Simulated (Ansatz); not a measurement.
Consider the ligand exchange at the Si–C bond: `O[SiH](Cl)C1=CN1` + `O[SiH](O)O` → `O[SiH](O)O[SiH](O)Cl` + `C1=CN1`.

Calculated with Ansatz (gas phase, PBE0-D4/def2-TZVP geometries, no zero-point term in ΔE). CCSD(T)/CBS adds triple-zeta CCSD(T) − MP2 to the extrapolated MP2 energy (def2 sets, frozen cores). Each species was taken in one conformer, which may not be the lowest.

```
               species  CCSD/CBS(def2) energy (Eh)
    `O[SiH](Cl)C1=CN1`                  -957.17999
          `O[SiH](O)O`                  -517.14274
`O[SiH](O)O[SiH](O)Cl`                 -1341.92150
              `C1=CN1`                  -132.44004
```

Task: Work out ΔE.

Result: ΔE = (-1341.92150) + (-132.44004) − (-957.17999) − (-517.14274) = -0.03881 Eh = -1.06 eV. CCSD(T)/CBS gives -1.02 eV.

Largest T1 diagnostic among the species: 0.012.

From PBE to PBE0 (25 % exact exchange), in def2-TZVPP and without D4, ΔE moves by −0.08 eV. The D4 term adds −0.05 eV with B3LYP and −0.03 eV with PBE0; it sums over pairs of atoms, weighted by their polarisabilities, and B3LYP, whose exchange is more repulsive, gets the larger term. In def2-TZVPP, CCSD(T) changes the Hartree–Fock value by +0.15 eV (the triples alone add +0.04 eV) and MP2 by +0.19 eV.

B3LYP here is the variant with VWN-RPA as its local correlation; programs differ in this.
